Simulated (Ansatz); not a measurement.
Isolated molecules relaxed with PBE0-D4/def2-TZVP in Ansatz; ΔE leaves out vibrations. CCSD(T)/CBS adds triple-zeta CCSD(T) − MP2 to the extrapolated MP2 energy (def2 sets, frozen cores). This one scheme is used for every species. Elements past krypton have def2 core potentials. For Ge, Te outer-core shells are correlated without core-valence functions, which leaves a few kJ/mol of doubt a bond. Scalar relativity is left out up to krypton. One conformer a species, not always the lowest.

Consider the redistribution: `O[Si](F)(Cl)[TeH]` + `[NH2][GeH]([OH])[SH]` → `[NH2][GeH]([SH])[TeH]` + `O[Si](O)(F)Cl`.

```
                species  SCS-MP2/def2-QZVPP energy (Eh)
    `O[Si](F)(Cl)[TeH]`                     -1192.64692
 `[NH2][GeH]([OH])[SH]`                     -2606.48417
`[NH2][GeH]([SH])[TeH]`                     -2798.87640
        `O[Si](O)(F)Cl`                     -1000.29016
```

Q: Work out ΔE.

A: ΔE = (-2798.87640) + (-1000.29016) − (-1192.64692) − (-2606.48417) = -0.03547 Eh = -22.3 kcal/mol. CCSD(T)/CBS gives -22.3 kcal/mol.

Largest T1 diagnostic among the species: 0.011.

In def2-TZVPP, CCSD(T) changes the Hartree–Fock value by +2.8 kcal/mol (the triples alone add +0.6 kcal/mol) and MP2 by +2.6 kcal/mol. From PBE to PBE0 (25 % exact exchange), in def2-TZVPP and without D4, ΔE moves by −1.7 kcal/mol.
